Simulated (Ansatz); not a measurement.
`Br[SiH]1CC1` + `[Li][SH]` → `S[SiH]1CC1` + `[Li][Br]`  (redistribution)

Gas-phase electronic energies from Ansatz, PBE0-D4/def2-TZVP geometries. CCSD(T)/CBS is the MP2 limit (def2-TZVPP, def2-QZVPP) plus CCSD(T) − MP2 in def2-TZVPP, frozen cores. DFT in def2-TZVPP. For Br, Li outer-core shells are correlated without core-valence functions, which leaves a few kJ/mol of doubt a bond. Scalar relativity is left out up to krypton. One conformer a species, not always the lowest.

```
        level  ΔE (kJ/mol)
      ωB97M-V        -65.6
       B2PLYP        -66.0
         PBE0        -66.8
MP2/CBS(def2)        -62.6
```

Problem. What does CCSD(T)/CBS give? (Estimate.)

Solution. Ansatz gave: -62.6 kJ/mol. The listed levels differ from it by -3.0, -3.4, -4.2, 0.0 kJ/mol.

Largest T1 diagnostic among the species: 0.011.

In def2-TZVPP, CCSD(T) changes the Hartree–Fock value by +8.0 kJ/mol (the triples alone add +0.3 kJ/mol) and MP2 by +8.1 kJ/mol.
